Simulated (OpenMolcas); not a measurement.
A calculation on Sn.

```json
{
 "Program": "OpenMolcas 26.06",
 "Method": "CASSCF",
 "Basis": "ANO-RCC-VTZP [7s6p4d2f1g]",
 "Scalar Hamiltonian": "DKH2, point nucleus",
 "Active space": "4 electrons in 4 orbitals (5s 5p)",
 "State averaging": "2S+1 = 3 even, 3 roots; 2S+1 = 1 even, 6 roots; 2S+1 = 5 odd, 1 root; 2S+1 = 3 odd, 5 roots",
 "Spin-orbit coupling": "state interaction with AMFI integrals over the reference wave functions, term energies averaged over their components"
}
```

Problem. Which level of the active space comes out lowest?

Solution. 5s² 5p² ³P₀, with 97 % of that term; it is also the measured ground level.

Problem. How high does 5s² 5p² ¹D₂ lie?

Solution. 10425 cm⁻¹ above the lowest level; measured 8613 cm⁻¹ above the ground level, so the calculation is off by +21 %.

Problem. How high does 5s² 5p² ³P₁ lie?

Solution. 1450 cm⁻¹ above the lowest level; measured 1692 cm⁻¹ above the ground level, so the calculation is off by -14 %.

Problem. How high does 5s² 5p² ¹S₀ lie?

Solution. 17425 cm⁻¹ above the lowest level; measured 17162 cm⁻¹ above the ground level, so the calculation is off by +2 %.

Measured values: NIST Handbook of Basic Atomic Spectroscopic Data.

Measured partners are found by configuration, term and J. A level has none where our copy of the source lacks it or the pairing is in doubt (some pairs that miss far off the trend of their configuration count as doubtful), and it then counts in no deviation. Levels of configurations outside the active space are missing.
